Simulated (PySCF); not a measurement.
Species: C3H4BCl.
SMILES with atom numbers: `[BH2:1][C:2]#[C:3][CH2:4][Cl:5]` (hydrogens: H6, H7 on B1; H8, H9 on C4)

Method: PySCF, PBE0-D3(BJ)/def2-SVP geometry optimisation, gas phase; density fitting, grid level 1; the optimiser is geomeTRIC in internal coordinates, started from a GFN2-xTB structure with every atom displaced at random (about 0.01 Å).

Step 0: E = -16357.0007 eV
```
atom  x, y, z in Å  |  force x, y, z in eV/Å
B1      2.3629    1.4384    0.8296   -1.705   0.607  -0.930
C2      1.2523    0.5738    0.3048    0.228  -0.108   0.153
C3      0.3716   -0.1669   -0.1099    1.500   0.968   0.547
C4     -0.6264   -0.9957   -0.6090   -2.329   0.349   0.086
Cl5    -1.9404   -0.0247   -1.4438    0.139  -0.271   0.055
H6      3.2471    0.9943    1.3859    1.575  -0.831   0.952
H7      2.2754    2.6164    0.6636    0.057   0.372  -0.039
H8     -1.1382   -1.5294    0.2015    0.000  -0.162   0.061
H9     -0.2798   -1.6975   -1.3275    0.536  -0.923  -0.886
```

Step 1: E = -16357.1640 eV
```
atom  x, y, z in Å  |  force x, y, z in eV/Å
B1      2.3628    1.4602    0.8401    0.373  -0.179   0.197
C2      1.2795    0.5681    0.3132   -0.028   0.120  -0.052
C3      0.3764   -0.1247   -0.1345   -0.292  -0.265  -0.087
C4     -0.6874   -0.9748   -0.6284    0.376  -0.125  -0.144
Cl5    -2.0079   -0.0985   -1.4586   -0.052   0.066  -0.015
H6      3.3085    0.9804    1.4451   -0.240   0.118  -0.142
H7      2.3114    2.6504    0.6630   -0.035   0.055  -0.011
H8     -1.1331   -1.5357    0.2050   -0.035  -0.010   0.040
H9     -0.2857   -1.7167   -1.3496   -0.067   0.219   0.214
```

Task: Estimate the geometry and energy of step 2. (The exact step hangs on the optimiser's Hessian estimate; all steps are aligned on step 1, rigid shifts and turns removed.)

Result: E = -16357.1703 eV, largest force 0.118 eV/Å
```
atom  x, y, z in Å  |  force x, y, z in eV/Å
B1      2.3665    1.4554    0.8375    0.086  -0.040   0.070
C2      1.2735    0.5704    0.3110   -0.026   0.052  -0.053
C3      0.3699   -0.1265   -0.1327   -0.027  -0.056   0.036
C4     -0.6847   -0.9768   -0.6279    0.107  -0.016   0.010
Cl5    -2.0052   -0.0942   -1.4585   -0.025   0.011  -0.014
H6      3.3026    0.9802    1.4401   -0.062   0.012  -0.045
H7      2.3119    2.6483    0.6635   -0.015   0.005  -0.012
H8     -1.1343   -1.5392    0.2044   -0.017   0.004  -0.007
H9     -0.2757   -1.7089   -1.3422   -0.021   0.028   0.014
```

The energy changes by -0.0063 eV. The first-order estimate −F·Δx gives -0.0104 eV and the mean of the old and new forces, exact on a quadratic surface, -0.0062 eV. The step makes an angle of 57° with the force vector and moves no atom by more than 0.015 Å.

The cost below is that of the whole optimisation. The run took 20 s of wall time on one thread of an Arm Neoverse V1, shared host, and the process peaked at 0.38 GiB of memory.
